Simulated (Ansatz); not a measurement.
System: sum formula H₅Si₂O₂, net charge 0, doublet state. It need not be the lowest isomer of its formula. 
Structure (B3LYP-D3(BJ)/def2-TZVP (Ansatz, a quantum-chemistry and plane-wave program) minimum search):
```xyz
9

O      0.9491     1.6249     0.2531
Si     0.5215     0.1838    -0.4467
O      1.4652    -1.0542     0.1369
Si    -1.6997    -0.4305     0.1039
H      1.3166     1.6143     1.1438
H      2.4044    -1.0629    -0.0698
H     -2.6057     0.6436    -0.3672
H     -1.8942    -0.6150     1.5665
H     -2.0413    -1.6917    -0.5952
```
Charge 0, spin multiplicity 2.

Basis-set convergence of Hartree-Fock and CCSD(T) correlation energies (hartree) with Ansatz. Correlated levels leave the core frozen unless marked. Open shells are spin-unrestricted. Spin-orbit coupling is left out. No relativistic terms.

```csv
basis,functions,E(HF),"E(corr, CCSD(T))"
cc-pV(D+d)Z,99,-730.56062,-0.61166
cc-pV(T+d)Z,208,-730.65213,-0.77022
cc-pV(Q+d)Z,388,-730.67317,-0.82358
```

Extrapolating the two largest sets (X = 3 and 4) as X^-3: E(corr) = (64·(-0.82358) - 27·(-0.77022))/37 = -0.8625 Eh, an estimate of the basis-set limit. The largest set recovers 95.5 % of it, the smallest 70.9 %.
